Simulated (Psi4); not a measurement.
Approach curve of the dimer BCl3 ··· H4OSi (SMILES ClB(Cl)Cl and O[SiH3]). Monomers: optimised at B3LYP-D3(BJ) (def2-TZVP), held rigid. Orientation: lowest of the rigid-body minima from ten starts at GFN2-xTB (searched outside a hard wall at short contacts). R is the distance of the centres of mass, along which the second monomer moves. The shortest distances reach bonding range, where SAPT0 and rigid monomers are unreliable.

Level of theory: SAPT0/jun-cc-pVDZ, frozen core (Psi4).

Components in kcal/mol:

```json
[
 {"R / Å": "2.66", "electrostatics": "-64.34", "exchange": "121.60", "induction": "-27.92", "dispersion": "-16.35", "total": "12.98"},
 {"R / Å": "2.90", "electrostatics": "-35.30", "exchange": "62.21", "induction": "-13.20", "dispersion": "-10.65", "total": "3.06"},
 {"R / Å": "3.10", "electrostatics": "-21.68", "exchange": "35.07", "induction": "-7.01", "dispersion": "-7.52", "total": "-1.14"},
 {"R / Å": "3.28", "electrostatics": "-14.19", "exchange": "20.71", "induction": "-4.01", "dispersion": "-5.55", "total": "-3.03"},
 {"R / Å": "3.49", "electrostatics": "-8.84", "exchange": "11.07", "induction": "-2.14", "dispersion": "-3.93", "total": "-3.84"},
 {"R / Å": "3.65", "electrostatics": "-6.29", "exchange": "6.82", "induction": "-1.35", "dispersion": "-3.04", "total": "-3.87"},
 {"R / Å": "4.01", "electrostatics": "-3.13", "exchange": "2.24", "induction": "-0.52", "dispersion": "-1.75", "total": "-3.16"},
 {"R / Å": "4.27", "electrostatics": "-2.01", "exchange": "0.99", "induction": "-0.28", "dispersion": "-1.19", "total": "-2.49"},
 {"R / Å": "4.78", "electrostatics": "-0.96", "exchange": "0.19", "induction": "-0.10", "dispersion": "-0.58", "total": "-1.46"},
 {"R / Å": "5.45", "electrostatics": "-0.44", "exchange": "0.02", "induction": "-0.03", "dispersion": "-0.25", "total": "-0.71"},
 {"R / Å": "6.50", "electrostatics": "-0.17", "exchange": "0.00", "induction": "-0.01", "dispersion": "-0.09", "total": "-0.26"},
 {"R / Å": "7.77", "electrostatics": "-0.06", "exchange": "0.00", "induction": "0.00", "dispersion": "-0.03", "total": "-0.09"}
]
```
